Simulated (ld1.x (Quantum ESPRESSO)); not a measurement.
# Pr (Z = 59), ultrasoft: configuration errors across variants

```json
{
  "Element": "Pr",
  "Generator": "ld1.x (Quantum ESPRESSO) 7.5",
  "Type": "ultrasoft",
  "Functional": "PBE",
  "Relativity": "scalar-relativistic",
  "Frozen core": "[Xe]",
  "Valence charge": "5",
  "Reference configuration": "4f3 5d0 6s0 6p0 (charge +2)",
  "Partial waves": "6s (bound, empty): rcut 3.00, rcutus 3.30 bohr; 6s channel at 3.4 Ry: rcut 3.00, rcutus 3.30 bohr; 6p (bound, empty): rcut 4.05, rcutus 4.80 bohr; 6p channel at 1.9 Ry: rcut 4.05, rcutus 4.80 bohr; 5d (bound, empty): rcut 2.30, rcutus 2.50 bohr; 5d channel at 1.45 Ry: rcut 2.30, rcutus 2.50 bohr; 4f (bound): rcut 0.95, rcutus 1.10 bohr; 4f channel at -0.35 Ry: rcut 0.95, rcutus 1.10 bohr",
  "Local potential": "all-electron potential smoothed inside 0.85 bohr (lloc = -1)",
  "Core correction": "none",
  "Augmentation charge": "built from norm-conserving waves at rcut, not smoothed further"
}
```

All-electron excitation energies from the reference (eV): (1) 4f2 5d0 6s0 6p0 21.578; (2) 4f3 5d0 6s0 6p1 -7.732; (3) 4f1 5d0 6s0 6p0 60.590; (4) 4f3 5d1 6s0 6p0 -9.700.

The overlap operator is not positive definite (basis up to 400 Ry) in “base”, “waves 4f (bound): rcut 0.70, rcutus 0.74 bohr; 4f channel at -0.35 Ry: rcut 0.70, rcutus 0.74 bohr”, “waves 4f (bound): rcut 0.78, rcutus 0.82 bohr; 4f channel at -0.35 Ry: rcut 0.78, rcutus 0.82 bohr”, “waves 4f (bound): rcut 0.95, rcutus 1.16 bohr; 4f channel at -0.35 Ry: rcut 0.95, rcutus 1.16 bohr”, “waves 4f (bound): rcut 0.95, rcutus 1.22 bohr; 4f channel at -0.35 Ry: rcut 0.95, rcutus 1.22 bohr”, “waves 4f (bound): rcut 0.95, rcutus 1.36 bohr; 4f channel at -0.35 Ry: rcut 0.95, rcutus 1.36 bohr”, “waves 4f (bound): rcut 0.95, rcutus 1.54 bohr; 4f channel at -0.35 Ry: rcut 0.95, rcutus 1.54 bohr”, “waves 4f (bound): rcut 0.95, rcutus 1.62 bohr; 4f channel at -0.35 Ry: rcut 0.95, rcutus 1.62 bohr”. Such files are unfit for use, however small their errors in these radial tests.

Tests that are not counted but printed errors over 1 eV. “base”: 4f3 5d0 6s2 6p0 (solver errors, printed error -137 eV); 4f2 5d0 6s2 6p0 (solver errors, printed error -12.4 eV); 1 more. “waves 4f (bound): rcut 0.70, rcutus 0.74 bohr; 4f channel at -0.35 Ry: rcut 0.70, rcutus 0.74 bohr”: 4f3 5d0 6s2 6p0 (solver errors, printed error -137 eV); 4f2 5d0 6s2 6p0 (solver errors, printed error -12.4 eV); 1 more. “waves 4f (bound): rcut 0.78, rcutus 0.82 bohr; 4f channel at -0.35 Ry: rcut 0.78, rcutus 0.82 bohr”: 4f3 5d0 6s2 6p0 (solver errors, printed error -137 eV); 4f2 5d0 6s2 6p0 (solver errors, printed error -12.4 eV); 1 more. “waves 4f (bound): rcut 0.95, rcutus 1.16 bohr; 4f channel at -0.35 Ry: rcut 0.95, rcutus 1.16 bohr”: 4f3 5d0 6s2 6p0 (solver errors, printed error -137 eV); 4f2 5d0 6s2 6p0 (solver errors, printed error -12.4 eV); 1 more. “waves 4f (bound): rcut 0.95, rcutus 1.22 bohr; 4f channel at -0.35 Ry: rcut 0.95, rcutus 1.22 bohr”: 4f3 5d0 6s2 6p0 (solver errors, printed error -137 eV); 4f2 5d0 6s2 6p0 (solver errors, printed error -12.4 eV); 1 more.

Errors AE − PS in meV (a dash: test not solved or not reliable):

```csv
change,(1),(2),(3),(4),bound ghosts
base,-1082,+233,-5310,+294,not determined (overlap not positive)
"waves 4f (bound): rcut 0.70, rcutus 0.74 bohr; 4f channel at -0.35 Ry: rcut 0.70, rcutus 0.74 bohr",-1091,+233,-5408,+293,not determined (overlap not positive)
"waves 4f (bound): rcut 0.78, rcutus 0.82 bohr; 4f channel at -0.35 Ry: rcut 0.78, rcutus 0.82 bohr",-1090,+233,-5390,+293,not determined (overlap not positive)
"waves 4f (bound): rcut 0.95, rcutus 1.16 bohr; 4f channel at -0.35 Ry: rcut 0.95, rcutus 1.16 bohr",-1083,+233,-5311,+294,not determined (overlap not positive)
"waves 4f (bound): rcut 0.95, rcutus 1.22 bohr; 4f channel at -0.35 Ry: rcut 0.95, rcutus 1.22 bohr",-1083,+233,-5312,+294,not determined (overlap not positive)
"waves 4f (bound): rcut 0.95, rcutus 1.36 bohr; 4f channel at -0.35 Ry: rcut 0.95, rcutus 1.36 bohr",-1085,+233,-5319,+294,not determined (overlap not positive)
"waves 4f (bound): rcut 0.95, rcutus 1.54 bohr; 4f channel at -0.35 Ry: rcut 0.95, rcutus 1.54 bohr",-1089,+233,-5336,+294,not determined (overlap not positive)
"waves 4f (bound): rcut 0.95, rcutus 1.62 bohr; 4f channel at -0.35 Ry: rcut 0.95, rcutus 1.62 bohr",–,–,–,–,not determined (overlap not positive)
```

(1) Give the same row for: waves 4f (bound): rcut 0.94, rcutus 1.00 bohr; 4f channel at -0.35 Ry: rcut 0.94, rcutus 1.00 bohr.

## Answers

(1) -1082, +233, -5312, +294; bound ghosts: not determined (overlap not positive). Not counted: 4f3 5d0 6s2 6p0 (solver errors, printed error -139 eV); 4f2 5d0 6s2 6p0 (solver errors, printed error -12.4 eV); 1 more. Its overlap operator is not positive definite in a basis up to 400 Ry (lowest eigenvalue s -0.27, p -0.65, d -1.25), so the file is unfit for use: the generalised eigenproblem breaks down once the basis is large enough, and its test numbers describe a broken file.
